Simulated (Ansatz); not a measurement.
Consider the substitution at a C–In bond: `C[CH2][In]([F])[F]` + `CB(O)F` → `CCOB(C)F` + `[F][InH][F]`.

Program: Ansatz. Geometries: PBE0-D4/def2-TZVP. ΔE: electronic, gas phase. CCSD(T)/CBS is the MP2 limit (def2-TZVPP, def2-QZVPP) plus CCSD(T) − MP2 in def2-TZVPP, frozen cores. Functionals use def2-TZVPP. B3LYP here is the variant with VWN-RPA as its local correlation; programs differ in this. Elements past krypton have def2 core potentials. For In outer-core shells are correlated without core-valence functions, which leaves a few kJ/mol of doubt a bond. Each species was taken in one conformer, which may not be the lowest.

| level | ΔE (kJ/mol) | difference from CCSD(T)/CBS |
| --- | --- | --- |
| PBE-D4 | 64.9 | -3.8 |
| r2SCAN-D4 | 60.1 | -8.6 |
| PBE0-D4 | 62.0 | -6.7 |
| B3LYP-D4 | 59.4 | -9.3 |
| ωB97X-V | 53.8 | -14.9 |
| ωB97M-V | 58.1 | -10.6 |
| B2PLYP | 64.1 | -4.6 |
| PBE | 66.1 | -2.6 |
| r2SCAN | 60.8 | -7.9 |
| PBE0 | 63.0 | -5.7 |
| B3LYP | 60.9 | -7.8 |
| HF/def2-TZVPP | 44.0 | -24.7 |
| MP2/def2-TZVPP | 75.2 | 6.5 |
| SCS-MP2/def2-TZVPP | 67.3 | -1.4 |
| CCSD/def2-TZVPP | 61.9 | -6.8 |
| CCSD(T)/def2-TZVPP | 63.7 | -5.0 |
| HF/def2-QZVPP | 43.2 | -25.5 |
| MP2/def2-QZVPP | 77.9 | 9.2 |
| SCS-MP2/def2-QZVPP | 69.8 | 1.1 |
| HF/CBS(def2) | 43.1 | -25.6 |
| MP2/CBS(def2) | 80.2 | 11.5 |
| CCSD/CBS(def2) | 66.8 | -1.9 |
| CCSD(T)/CBS | 68.7 | 0 |

Largest T1 diagnostic among the species: 0.017.

In def2-TZVPP, CCSD(T) changes the Hartree–Fock value by +19.7 kJ/mol (the triples alone add +1.8 kJ/mol) and MP2 by +31.3 kJ/mol. From PBE to PBE0 (25 % exact exchange), in def2-TZVPP and without D4, ΔE moves by −3.0 kJ/mol.
